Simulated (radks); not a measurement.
Values are calculated unless marked as measured or tabulated.
Task: All-electron atom: Fe in [Ar] 3d8 (not the ground configuration). Level of theory: scalar-relativistic Kohn-Sham, LDA (Slater exchange, Perdew-Wang correlation), spin-polarised, spherical densities, point nucleus; open shells are filled with parallel spins first (a radial shooting solver on a logarithmic mesh with Libxc functionals). Some entries of the table are withheld. Estimate them.

orbital  occ.  eigenvalue (eV)  <1/r> (bohr^-1)
1s up       1        -6976.117            25.93
1s down     1        -6976.112            25.93
2s up       1        -810.2177            5.545
2s down     1        -809.3085            5.549
2p up       3              (1)            5.449
2p down     3              (2)            5.452
3s up       1         -87.1009            1.737
3s down     1         -85.1831            1.733
3p up       3         -53.7063            1.591
3p down     3         -51.8377            1.586
3d up       5          -2.6086              (3)
3d down     3          -1.1392              (4)

Result: 
(1) 2p up eigenvalue (eV): -690.3134
(2) 2p down eigenvalue (eV): -689.6119
(3) 3d up <1/r> (bohr^-1): 1.090
(4) 3d down <1/r> (bohr^-1): 1.014
